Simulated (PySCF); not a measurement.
An unknown gives this computed stick spectrum. Method used: PySCF, TDDFT CAM-B3LYP/def2-SVPD, vertical, gas phase, core orbitals frozen in the response. Geometries: GFN2-xTB, one conformer each.

| state | E (eV) | f | main configurations (H = HOMO, L = LUMO) |
| --- | --- | --- | --- |
| S1 | 5.72 | 0.0091 | H-1→L+2 (57%), H-1→L (35%) |
| S2 | 5.85 | 0.202 | H→L (73%), H→L+2 (9%) |
| S3 | 5.98 | 0.0026 | H→L+4 (49%), H-1→L (10%), H-1→L+2 (8%) |
| S4 | 6.13 | 0.0004 | H-1→L (35%), H→L+4 (22%), H-1→L+2 (19%) |
| S5 | 6.24 | 0.095 | H→L+2 (78%), H→L (13%) |
| S6 | 6.52 | 0.0049 | H→L+1 (91%) |
| S7 | 6.67 | 0.0013 | H-2→L (46%), H-2→L+2 (24%), H-1→L (16%) |
| S8 | 7.30 | 0.020 | H→L+3 (61%), H-3→L (17%) |

Orbital energies (eV): HOMO-3 -10.04, HOMO-2 -9.88, HOMO-1 -9.07, HOMO -8.21, LUMO 0.62, LUMO+1 0.93, LUMO+2 1.11.

Question: Which structure fits?
A. `Cc1nncc(C#N)n1`
B. `C=Cc1n[nH]nc1C#N`
C. `C#Cc1nn[nH]c1C`
D. `N#CC1=CC=C[SiH2]1`

Answer: C. Its S1, at 5.72 eV, is the highest among the candidates; the nearest of the others has S1 at 5.41 eV. S1 is HOMO-1→LUMO+2 (57%), HOMO-1→LUMO (35%). Löwdin shares by element: HOMO carbon 71% or more (atoms not listed hold the other 29%); LUMO carbon 47% or more, nitrogen 15% or more (atoms not listed hold the other 38%). At the same level the other candidates give, for their lowest levels:
- `N#CC1=CC=C[SiH2]1`: 4.10 eV (f 0.144); 5.03 eV (f 0.000); 6.01 eV (f 0.004); 6.32 eV (f 0.000); 6.47 eV (f 0.050); T1 2.33 eV; HOMO -8.48, LUMO -1.50 eV
- `C=Cc1n[nH]nc1C#N`: 5.41 eV (f 0.119); 5.94 eV (f 0.187); 6.25 eV (f 0.001); 6.63 eV (f 0.000); 6.79 eV (f 0.453); T1 3.60 eV; HOMO -8.87, LUMO -0.58 eV
- `Cc1nncc(C#N)n1`: 2.87 eV (f 0.003); 3.91 eV (f 0.000); 5.26 eV (f 0.148); 5.29 eV (f 0.012); 5.66 eV (f 0.000); T1 2.20 eV; HOMO -8.94, LUMO -2.09 eV
Triplets come from the Tamm–Dancoff approximation.
